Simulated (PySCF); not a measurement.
Delta-SCF ions had no search for a lower state. 

Z-matrix (Å, degrees):
```
Si
Si 1 2.3350
H 2 1.4924 1 112.48
H 2 1.4924 3 109.09 1 125.52
Cl 2 2.0827 3 108.09 4 117.30
Si 1 2.3419 2 110.68 3 61.83
H 6 1.4949 1 109.77 2 180.00
H 6 1.4954 7 108.97 1 120.66
H 6 1.4954 7 108.97 8 118.69
Si 1 2.3428 2 107.03 3 -176.86
H 10 1.4936 1 109.53 2 59.87
H 10 1.4953 11 109.32 1 120.41
H 10 1.4954 11 109.25 12 119.15
Si 1 2.3428 2 107.03 3 -59.48
H 14 1.4936 1 109.53 2 -59.87
H 14 1.4953 15 109.32 1 -120.41
H 14 1.4954 15 109.25 16 -119.15
```
Charge 0, multiplicity 1.

Task: Estimate the dipole moment, vertical ionisation energy (Delta-SCF) and total energy that PBE0-D3(BJ)/def2-TZVP // PBE0-D3(BJ)/def2-SVP in PySCF returns for this input.

Result: 
The dipole moment is 1.37 D and the vertical ionisation energy (Delta-SCF) is 9.45 eV. The total energy is -1913.6377 Ha.
